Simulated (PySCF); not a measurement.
PySCF 2.14 output of an unrestricted LDA calculation on a single atom or ion in dyall-acv3z (15s9p4d2f, 76 functions), with the non-relativistic Hamiltonian (point nucleus):

```
SCF conv_tol = 1e-09
number electrons alpha = 3  beta = 1
    P. A. M. Dirac.,  Math. Proc. Cambridge Philos. Soc. 26, 376 (1930)
    F. Bloch.,  Z. Phys. 57, 545 (1929)
    S. H. Vosko, L. Wilk, and M. Nusair.,  Can. J. Phys. 58, 1200 (1980)
cycle= 1 E= -23.4732052314046  delta_E= -0.00417  |g|= 0.0249  |ddm|= 0.248
cycle= 2 E= -23.4732429412069  delta_E= -3.77e-05  |g|= 0.00329  |ddm|= 0.0264
cycle= 3 E= -23.4732436773159  delta_E= -7.36e-07  |g|= 2.88e-05  |ddm|= 0.00281
cycle= 4 E= -23.4732436778389  delta_E= -5.23e-10  |g|= 2.39e-06  |ddm|= 0.000434
converged SCF energy = -23.4732436778389  <S^2> = 2.0000023  2S+1 = 3.0000016
```

The run itself started from symmetry-adapted Hartree-Fock orbitals and held the occupation by maximum overlap, on a logarithmic radial grid, so the iterations belong to that start.

Problem. Which element, charge and spin multiplicity is this?

Solution. B⁺ (boron, charge +1), multiplicity 3; the state was [He] 2s1 3s1, high-spin 3S determinant (an excited configuration).

The outer electron is Rydberg-like, and this basis confines it to a smaller radius and binds it less than a complete one would.
